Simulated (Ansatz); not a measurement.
A CCSD(T) single point on BrCdH3OSi, SMILES `[SiH3][O][Cd][Br]`.

```yaml
crystal:
  periodic: [false, false, false]
  atoms:
    - {symbol: Si, position_ang: [-0.466440, 1.002154, 0.647581]}
    - {symbol: O, position_ang: [-0.185288, -0.591837, 0.491744]}
    - {symbol: Cd, position_ang: [0.663127, -1.740667, -0.846046]}
    - {symbol: Br, position_ang: [1.673074, -3.237802, -2.407128]}
    - {symbol: H, position_ang: [-1.178430, 1.245616, 1.930444]}
    - {symbol: H, position_ang: [0.800755, 1.792414, 0.651709]}
    - {symbol: H, position_ang: [-1.306787, 1.530123, -0.468304]}
basis:
  gaussian: {orbitals: def2-TZVPP}
correlation: {method: ccsd_t}
output: {orbitals: {seedname: orbitals}}
```

```sh
$ ansatz run in.yaml --threads 4 --pin off --events-out ev --progress --plain --max-ram 10444MiB
```

The program prints (abridged):

```
Functional definition: HF
1384 factors; integrals over basis functions are off by at most 1.2e-3 eV
mean field evaluation 1: about -84486.5398 eV, gradient 4.4e1 eV
mean field evaluation 2: about -84486.9435 eV, gradient 4.4e1 eV
mean field evaluation 4: about -84490.8154 eV, gradient 3.5e0 eV
mean field evaluation 8: about -84490.8752 eV, gradient 2.9e-1 eV
mean field evaluation 16: about -84490.8757 eV, gradient 2.6e-6 eV
mean field -84490.87565244 eV, -3104.9824102549 hartree, gradient 2.6e-6 eV, S^2 0.000000; 0 other end points of the search recorded, 0 dependent functions left out
15 core orbitals not correlated, not the lowest: weight in the atoms' cores, before any rotation towards them, 1.000 or more for the frozen orbitals, at most 0.000 for the correlated occupied ones
reference -84490.87565244 eV, -3104.9824102549 hartree; 25, 25 occupied and 179, 179 virtual orbitals, 1384 factors
second order -36.50002995 eV of doubles, -0.00000000 eV of singles
cycle   1  -35.29385789 eV  change     1.2e0 eV  update   1.3e-1
cycle   2  -36.11520156 eV  change   -8.2e-1 eV  update   4.3e-2
cycle   3  -36.32087346 eV  change   -2.1e-1 eV  update   2.5e-2
cycle   4  -36.27891319 eV  change    4.2e-2 eV  update   8.4e-3
cycle   5  -36.26313605 eV  change    1.6e-2 eV  update   3.9e-3
cycle   6  -36.26890304 eV  change   -5.8e-3 eV  update   1.3e-3
cycle   7  -36.26900764 eV  change   -1.0e-4 eV  update   4.9e-4
cycle   8  -36.26843964 eV  change    5.7e-4 eV  update   1.7e-4
cycle   9  -36.26855545 eV  change   -1.2e-4 eV  update   8.8e-5
cycle  10  -36.26862634 eV  change   -7.1e-5 eV  update   3.0e-5
cycle  11  -36.26856581 eV  change    6.1e-5 eV  update   1.5e-5
perturbative correction -1.14803628 eV, -0.0421895552 hartree
Total energy: -84528.29225454 eV, -3106.3574450199 hartree
```

Hardware: 4 threads of an Arm Neoverse V1 on a shared host. Wall time 4.7 min, peak host memory 4 GiB.

The correlation energy is -37.417 eV, 3.1 % of it from (T); the T1 diagnostic reads 0.0130.
